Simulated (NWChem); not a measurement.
Molecule: CH₄AlBrO; SMILES [Br][AlH][O]C

```xyz
8

Al    -0.9483    -0.6392    -0.0216
H     -2.4098    -0.2424    -0.4247
Br     0.4917     0.8698     0.8441
O     -0.4454    -2.2315    -0.2415
C      0.6507    -3.0696    -0.0722
H      1.5246    -2.5466     0.3568
H      0.3946    -3.9076     0.5991
H      0.9571    -3.5032    -1.0400
```
Atoms are numbered in this order, from 1.

Level: PBE0/def2-SVP (NWChem), optimised geometry, unscaled harmonic frequencies. This build's default masses of Se (78.918 u) and Br (79.917 u) are each other's, which moves their modes by up to 0.6 %.

**Question.** List the harmonic frequencies with IR intensities, and the thermochemistry.

**Answer.** 
| frequency (cm⁻¹) | IR intensity (km/mol) |
|---|---|
| 74 | 4.3 |
| 84 | 0.0 |
| 154 | 11.7 |
| 243 | 14.8 |
| 411 | 51.8 |
| 463 | 124.8 |
| 647 | 119.4 |
| 746 | 162.4 |
| 1186 | 17.3 |
| 1190 | 0.2 |
| 1274 | 321.0 |
| 1475 | 2.1 |
| 1477 | 2.1 |
| 1481 | 14.8 |
| 2023 | 125.0 |
| 3015 | 83.6 |
| 3101 | 35.7 |
| 3110 | 31.5 |

```json
{
 "zero_point_energy": "31.7 kcal/mol",
 "thermal correction to the enthalpy at 298.15 K (with zero-point energy)": "36.2 kcal/mol",
 "heat capacity Cv": "18.9 cal/(mol K)",
 "entropy at 298.15 K and 1 atm (symmetry number 1)": "82.7 cal/(mol K)",
 "dipole_moment": "1.18 D"
}
```

Rigid rotor and harmonic oscillator; modes under 100 cm⁻¹ make the entropy uncertain.
